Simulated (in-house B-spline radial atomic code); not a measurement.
Ionising the holmium ion Ho⁺ with different functionals

Computed with a B-spline radial code for spherical atoms: scalar-relativistic (spin-free X2C) Hamiltonian, Fermi nucleus of rms radius 5.2022 fm, spin-polarised at highest spin, spherical fractional occupations for the functionals, the average over the highest-spin determinants for Hartree-Fock. The ionisation energy is the difference of two self-consistent energies, [Xe] 4f11 6s1 → [Xe] 4f11, without Breit or QED terms; ε is the level of the shell that loses the electron (its least bound occupied spin orbital). There is no spin-orbit coupling in this Hamiltonian.

Hybrids are left out here: with spherical fractional occupations of an open shell their exact exchange keeps a self-interaction that integer-occupation calculations don't have.

```csv
method,rung,ΔSCF (eV),-ε(6s) (eV)
Hartree-Fock,Hartree-Fock,10.93,10.97
LDA VWN5,LDA,12.24,9.54
LDA PW92,LDA,12.24,9.54
LDA exchange-only,LDA,11.54,8.91
PBE,GGA,12.04,9.31
PBEsol,GGA,11.97,9.35
BLYP,GGA,12.11,9.27
RPBE,GGA,11.94,9.21
PW91,GGA,12.08,9.38
BP86,GGA,?,?
AM05,GGA,11.94,9.33
OLYP,GGA,11.76,8.98
TPSS,meta-GGA,11.71,9.17
SCAN,meta-GGA,12.03,9.61
r2SCAN,meta-GGA,?,?
revTPSS,meta-GGA,11.67,9.19
```

(1) What does BP86 give?

(2) What does r2SCAN give?

(3) How do they compare with the NIST value?

Answers

(1) ΔSCF 12.09 eV, and -ε(6s) = 9.50 eV.

(2) ΔSCF 11.78 eV, and -ε(6s) = 9.45 eV.

(3) NIST lists 11.78 eV ± 0.02 (semi-empirical, ground level to ground level). Errors run from -0.85 to +0.46 eV; r2SCAN is closest (-0.00 eV), though others lie within the uncertainty of it, and part of that can be cancellation, since the calculations leave out spin-orbit coupling, Breit-QED terms, multiplet and fine-structure energies. Hartree-Fock also lacks correlation.
